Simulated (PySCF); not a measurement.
PBE0 on Zn+ (zinc, charge +1)

Configuration: [Ar] 3d9 4s1 4p1, one real determinant (an excited configuration). All numbers are calculated (PySCF 2.14, scalar relativity through the core potential, in aug-cc-pVTZ-PP with ECP10MDF).

| Property | Result |
| --- | --- |
| Total energy | -226.2485 hartree |
| One-electron energy | -394.9502 hartree |
| Hartree (Coulomb) energy | 189.0417 hartree |
| Exchange-correlation energy | -20.3399 hartree |
| ⟨S²⟩ | 3.7506 |
| ⟨L²⟩ | 8.016 |
| Sum of ⟨r⟩ | 18.16 bohr |
| Sum of ⟨r²⟩ | 27.23 bohr² |
| Traceless quadrupole moment −½Σ⟨3z² − r²⟩ along its main axis | -3.49 e·bohr² |

```
shell  electrons  mean orbital energy (eV)  spread (eV)  rms radius, mean of both spins (bohr)
 3s α          1                   -157.23            0                                  0.731
 3s β          1                   -155.05            0                                  0.731
 3p α          3                   -109.10        2.302                                  0.771
 3p β          3                   -106.82        0.433                                  0.771
 3d α          5                   -32.002        2.638                                  0.941
 3d β          4                   -30.417        0.986                                  0.941
 4s α          1                   -18.760            0                                   2.41
 4p α          1                   -11.745            0                                   2.97
```

⟨L²⟩ = 8.02 against 12 for a pure F term, so this real determinant mixes terms. Energies and moments cover only the electrons outside the core potential.
